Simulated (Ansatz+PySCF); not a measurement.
The numbers below are computed, except where a source is named.
Input for Ansatz (development build ahead of 0.2.0):

```yaml
crystal:
  periodic: [false, false, false]
  atoms:
    - { symbol: B, position_ang: [0.0, 0.0, 0.0] }
    - { symbol: F, position_ang: [1.4152, 0.0, 0.0] }
    - { symbol: F, position_ang: [-0.7076, 1.2256, 0.0] }
    - { symbol: F, position_ang: [-0.7076, -1.2256, 0.0] }
basis:
  gaussian: { orbitals: def2-SVP }
hamiltonian:
  xc: hf
correlation:
  method: mp2
  frozen_orbitals: { B: 1, F: 1 }
scf:
  omitted_lower_state_checks: [starts, atomic_configurations, cluster_reference, orbital_swaps, given_window_search, neighbouring_geometries, increment]
```

The input is written out in the form of the current development build from the run's settings.

Results

- Converged: yes
- Reference energy: -322.89893 hartree
- Correlation energy: -0.64212 hartree
- Total energy: -323.54105 hartree
- Spin squared of the determinant: 0.000
- Stability test: minimum among restricted orbitals
